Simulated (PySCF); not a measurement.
# Sulfur: a sound run and one with changed settings

Sound run: S⁺ [Ne] 3s2 3p3, S²⁺ [Ne] 3s2 3p2. Computed with PySCF 2.14 in aug-cc-pV(D+d)Z (5s4p3d, 32 functions), with the non-relativistic Hamiltonian (point nucleus). The sound run starts from symmetry-adapted Hartree-Fock orbitals and uses a fine grid where one is needed.

A second run was set up differently.

| species | method | sound run (hartree) | changed run (hartree) | converged |
| --- | --- | --- | --- | --- |
| S⁺ | UHF | -397.15977 | -397.15977 | yes |
| S⁺ | M06-L | -397.72208 | -397.72208 | yes |
| S⁺ | MN15 | -397.59629 | -397.59629 | yes |
| S²⁺ | UHF | -396.32475 | -396.32475 | yes |
| S²⁺ | M06-L | -396.85991 | -396.86090 | yes |
| S²⁺ | MN15 | -396.73704 | -396.73614 | yes |

Ionisation energy of S⁺:

```
method  sound run (eV)  changed run (eV)
   UHF          22.722            22.722
 M06-L          23.461            23.434
  MN15          23.381            23.406
```

Problem. What was changed?
A. basis contracted for another Hamiltonian
B. too few SCF iterations
C. level shift left on
D. angular grid far too coarse

Solution. D. It used 14 angular points. A coarse angular grid integrates products of high-l functions wrongly, so density functionals can shift, and the SCF can exploit the error; Hartree-Fock and MP2 need no grid.
